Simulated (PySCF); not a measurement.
C3H5BF2, SMILES B1(F)CC[C@@H]1F.

Coordinates come from a PBE-D3(BJ)/def2-SVP optimisation. The structure was generated by enumeration; whether it is a known compound was not checked.

Two levels are set side by side: PBE/def2-TZVP (PySCF) and r2SCAN/def2-TZVP (PySCF). Same geometry, gas phase. Differences are taken from unrounded values.

```csv
quantity,r2SCAN,PBE,PBE minus r2SCAN
orbital gap (eV),5.63,4.96,-0.68
highest occupied level (eV),-7.05,-6.73,0.32
lowest empty level (eV),-1.42,-1.78,-0.36
dipole moment (D),2.43,2.33,-0.10
mean polarisability (bohr³),48.0,49.4,1.4
```

Rough cost on one machine, each run with all the roots and properties that it gave: r2SCAN against PBE about 4 times.
